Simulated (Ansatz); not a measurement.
PBE exchange is replaced step by step with exact exchange (0 % is PBE, 25 % PBE0; no dispersion term), basis def2-TZVP, Ansatz. System: Cs₂Cl₂. The state is a singlet with charge 0. Geometry: PBE-D4/def2-TZVP, each spin state at its own.

The relaxed triplet has other bonds than the singlet, so its gap is one between isomers. The relaxed quintet has other bonds than the singlet, so its gap is one between isomers.

Geometry of the singlet:

Cartesian coordinates in Å:
```
Cs -2.268 -0.374 -0.167
Cs 2.268 0.373 0.167
Cl 0.141 -1.538 1.523
Cl -0.141 1.538 -1.523
```

In the def2 sets Cs takes a core potential; there is no spin–orbit coupling. In the triplet, Cl3 and Cl4 lie 2.68 Å apart (atoms count from 1), so these atoms are partly bonded to each other. In the quintet geometry the species has come apart into loosely held pieces. The structure comes from a short search, and lower isomers may exist.

```
exact exchange (%)  HOMO (eV)  LUMO (eV)  gap (eV)  triplet − singlet (kJ/mol)  quintet − singlet (kJ/mol)
                 0      -5.22      -1.10      4.12                       371.8                       986.0
                 5      -5.47      -1.00      4.47                       378.1                       986.5
                15      -5.99      -0.82      5.17                       390.8                       988.1
                25      -6.51      -0.64      5.87                       403.4                       990.2
                35      -7.04      -0.48      6.56                       416.0                       992.9
                50      -7.84      -0.26      7.58                       434.7                       997.6
```

Q: Fit a straight line to the column «quintet − singlet (kJ/mol)» against the share of exact exchange and predict its value at 10 %.

A: With x = exact exchange (%) and y = quintet − singlet (kJ/mol): mean x = 21.67, mean y = 990.2; Σ(x − x̄)(y − ȳ) = 412.3, Σ(x − x̄)² = 1783; slope b = 0.2312, intercept a = ȳ − b·x̄ = 985.2. The residuals of the fitted rows reach 0.8. At x = 10 the line gives 985.2 + (0.2312 × 10) = 987.5; the run gave 987.2, 0.3 less than the line.
